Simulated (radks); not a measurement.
Values are calculated unless marked as measured or tabulated.
Problem. Successive ionisation energies (eV) of one element, from differences of total energies of ions in their ground configurations, starting at charge 0: 5.492, 11.155, 24.392, 42.279, 69.835, 83.319, 96.949, 116.45, 131.56, 146.77, 169.46, 196.87, 225.68, 252.01, 272.17, 432.73, 466.23, 500.30, 534.87, 569.88, 615.01, 652.02. Code: a radial shooting solver on a logarithmic mesh with Libxc functionals. Model: scalar-relativistic Kohn-Sham, PBEsol, spin-polarised, spherical densities, finite nucleus; open shells are filled with parallel spins first (spin-orbit coupling, left out, can overturn this in heavy ions); Fermi nuclear charge, rms radius 4.962 fm. Which element is it?

Solution. Promethium (Z = 61). The first species listed is Pm in [Xe] 4f5 6s2, the last Pm21+ in [Kr] 4d4.
